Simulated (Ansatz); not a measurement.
## Redistribution: C2H3F2I + C3H6FI → C2H3FI2 + C3H6F2

Species: C2H3F2I `FCC(F)I`, singlet; C3H6FI `CC(I)CF`, singlet; C2H3FI2 `FC(I)CI`, singlet; C3H6F2 `CC(F)CF`, singlet. The partners trade F for I; both sit on C, so the bond types are kept.

Shapes, held fixed at every level: PBE0-D4/def2-TZVP. Flexible molecules stand in one conformer, not always the lowest. Programs: Ansatz 0.2.0. Electronic energies: no zero-point or thermal term.

```json
{"level": "HF/def2-TZVPP", "kind": "Hartree–Fock", "ΔE (kJ/mol)": "-18.1", "less CCSD(T)/def2-TZVPP": "-5.1"}
{"level": "PBE-D4/def2-TZVPP", "kind": "GGA", "ΔE (kJ/mol)": "-15.6", "less CCSD(T)/def2-TZVPP": "-2.6"}
{"level": "PBE0-D4/def2-TZVPP", "kind": "global hybrid", "ΔE (kJ/mol)": "-15.6", "less CCSD(T)/def2-TZVPP": "-2.6"}
{"level": "wB97M-V/def2-TZVPP", "kind": "range-separated hybrid", "ΔE (kJ/mol)": "-14.5", "less CCSD(T)/def2-TZVPP": "-1.5"}
{"level": "B2PLYP/def2-TZVPP", "kind": "double hybrid", "ΔE (kJ/mol)": "-16.4", "less CCSD(T)/def2-TZVPP": "-3.4"}
{"level": "MP2/def2-TZVPP", "kind": "perturbation theory", "ΔE (kJ/mol)": "-12.2", "less CCSD(T)/def2-TZVPP": "+0.8"}
{"level": "CCSD/def2-TZVPP", "kind": "coupled cluster or CI", "ΔE (kJ/mol)": "-13.6", "less CCSD(T)/def2-TZVPP": "-0.6"}
{"level": "CCSD(T)/def2-TZVPP", "kind": "coupled cluster or CI", "ΔE (kJ/mol)": "-13.0", "less CCSD(T)/def2-TZVPP": "0.0"}
```

The highest level, CCSD(T)/def2-TZVPP, gives ΔE = -13.0 kJ/mol; the levels span -18.1 to -12.2. The column of differences is taken from that level and isn't an error. No measured value is set beside it here. For atoms past krypton def2 sets carry core potentials with scalar relativity. Outer-core shells of I are correlated, in sets that cover them unevenly.
